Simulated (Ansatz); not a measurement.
Mg5S4, relaxed as a singlet with RKS B3LYP-D4/def2-SVP in Ansatz, starting from the GFN2-xTB geometry. Force threshold 0.02 eV/Å.

The restricted singlet is unstable towards broken spin symmetry at other levels; at B3LYP-D4/def2-SVP this wasn't settled. Another isomer (singlet) lies 0.08 eV lower at PBE0-D4/def2-TZVP; other spin states weren't run for this one.

Start:

Cartesian coordinates in Å:
```
Mg 0.998 -0.876 -1.003
Mg -0.250 -1.276 1.759
Mg -1.886 0.267 -0.205
Mg 0.491 1.528 1.044
Mg 1.424 0.477 -3.201
S -1.084 -2.001 -0.416
S 1.952 -0.391 1.184
S -0.110 1.506 -1.312
S -1.536 0.766 2.150
```

```tsv
step	energy (eV)	largest force component (eV/Å)	SCF passes
1	-70557.6977	0.648	17
2	-70557.8044	0.380	22
3	-70557.8104	0.370	24
4	-70557.8494	0.058	25
5	-70557.8501	0.085	26
6	-70557.8519	0.013	27
```

Force components are those of the run's own axes.

End:

```xyz
9

Mg    0.981   -0.911   -0.944
Mg   -0.279   -1.263    1.805
Mg   -1.869    0.214   -0.245
Mg    0.549    1.498    1.028
Mg    1.408    0.638   -3.327
S    -1.100   -2.083   -0.343
S     1.963   -0.456    1.269
S    -0.119    1.548   -1.336
S    -1.534    0.816    2.093
```

By distances, no bond broke or formed. The bond that changes most is Mg1–S8, from 2.65 to 2.72 Å (atoms count from 1).

No frequencies were taken in this run, so the end may be a saddle point.

Hardware: 4 threads of Arm Neoverse V2 on a shared host. Wall time 26 s.
